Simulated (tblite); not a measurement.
Species: C4H9O2P.
SMILES with atom numbers: `[CH2:1]=[CH:2][CH2:3][P@@:4]([CH3:5])(=[O:6])[OH:7]` (hydrogens: H8, H9 on C1; H10 on C2; H11, H12 on C3; H13, H14, H15 on C5; H16 on O7)

Computed with GFN2-xTB (tblite), gas phase: L-BFGS steps from a force-field or distance-geometry start until the largest atomic force falls under 0.01 eV/Å.

Step 65: E = -649.0581 eV
```
atom  x, y, z in Å  |  force x, y, z in eV/Å
C1      2.3167   -0.5944    0.3134    0.013  -0.020   0.000
C2      1.4337   -0.2362   -0.6012    0.001   0.018  -0.002
C3      0.1456   -0.9382   -0.8497    0.010   0.028  -0.006
P4     -1.3117    0.0476   -0.2611   -0.011   0.013   0.012
C5     -0.7148    1.5357    0.6352   -0.019  -0.001   0.008
O6     -2.3164    0.3288   -1.2951   -0.032   0.003   0.006
O7     -1.9290   -0.8948    0.9022    0.063  -0.003   0.005
H8      2.1660   -1.4568    0.9416   -0.009  -0.012  -0.009
H9      3.2271   -0.0413    0.4722   -0.003  -0.011  -0.005
H10     1.6094    0.6430   -1.2095   -0.009  -0.028  -0.030
H11    -0.0271   -1.0717   -1.9189    0.023  -0.008  -0.009
H12     0.1157   -1.9109   -0.3575    0.006   0.048   0.041
H13    -1.3496    1.6969    1.5020   -0.042  -0.006   0.005
H14    -0.8060    2.3865   -0.0321    0.058  -0.005  -0.018
H15     0.3126    1.4150    0.9604    0.000   0.015   0.018
H16    -2.8800   -0.9002    0.7863   -0.048  -0.030  -0.017
```

Step 66: E = -649.0587 eV
```
atom  x, y, z in Å  |  force x, y, z in eV/Å
C1      2.3180   -0.5947    0.3125    0.003  -0.011  -0.005
C2      1.4344   -0.2373   -0.6018    0.005   0.011  -0.009
C3      0.1460   -0.9385   -0.8499   -0.002   0.031  -0.003
P4     -1.3115    0.0467   -0.2595   -0.006   0.034   0.007
C5     -0.7170    1.5360    0.6374    0.002   0.013   0.013
O6     -2.3150    0.3309   -1.2939   -0.033  -0.011   0.015
O7     -1.9284   -0.8978    0.9021    0.039   0.001  -0.003
H8      2.1665   -1.4550    0.9432   -0.003  -0.012  -0.006
H9      3.2284   -0.0405    0.4678   -0.001  -0.019   0.003
H10     1.6120    0.6395   -1.2127   -0.011  -0.018  -0.033
H11    -0.0289   -1.0710   -1.9190    0.028  -0.004  -0.009
H12     0.1162   -1.9119   -0.3593    0.005   0.046   0.048
H13    -1.3560    1.7049    1.5002   -0.040  -0.022  -0.010
H14    -0.8014    2.3853   -0.0340    0.065  -0.027  -0.005
H15     0.3085    1.4129    0.9700   -0.018   0.020   0.008
H16    -2.8797   -0.9005    0.7853   -0.035  -0.033  -0.010
```

**Question.** Estimate the geometry and energy of step 67. (The exact step hangs on the optimiser's Hessian estimate; all steps are aligned on step 66, rigid shifts and turns removed.)

**Answer.** E = -649.0598 eV, largest force 0.087 eV/Å
```
atom  x, y, z in Å  |  force x, y, z in eV/Å
C1      2.3201   -0.5960    0.3107   -0.016   0.009  -0.015
C2      1.4354   -0.2383   -0.6025    0.017  -0.003  -0.022
C3      0.1464   -0.9377   -0.8503   -0.018   0.033   0.006
P4     -1.3119    0.0465   -0.2576    0.005   0.060  -0.005
C5     -0.7209    1.5369    0.6407    0.033   0.033   0.018
O6     -2.3152    0.3343   -1.2917   -0.027  -0.031   0.029
O7     -1.9262   -0.9026    0.9013   -0.024   0.007  -0.016
H8      2.1667   -1.4535    0.9447    0.005  -0.011  -0.002
H9      3.2303   -0.0403    0.4614    0.005  -0.032   0.014
H10     1.6162    0.6339   -1.2180   -0.011   0.006  -0.034
H11    -0.0298   -1.0715   -1.9192    0.031   0.004  -0.003
H12     0.1169   -1.9106   -0.3592   -0.001   0.037   0.052
H13    -1.3661    1.7165    1.4976   -0.031  -0.041  -0.039
H14    -0.7933    2.3840   -0.0368    0.065  -0.055   0.016
H15     0.3019    1.4105    0.9838   -0.043   0.021  -0.002
H16    -2.8784   -0.9031    0.7833    0.009  -0.037   0.004
```

The energy changes by -0.0010 eV. The first-order estimate −F·Δx gives -0.0014 eV and the mean of the old and new forces, exact on a quadratic surface, -0.0011 eV. The step makes an angle of 71° with the force vector and moves no atom by more than 0.016 Å.

What follows is the cost of the whole relaxation. Time: 1.1 s of wall time. Hardware: one thread of an Arm Neoverse V1 (shared host).
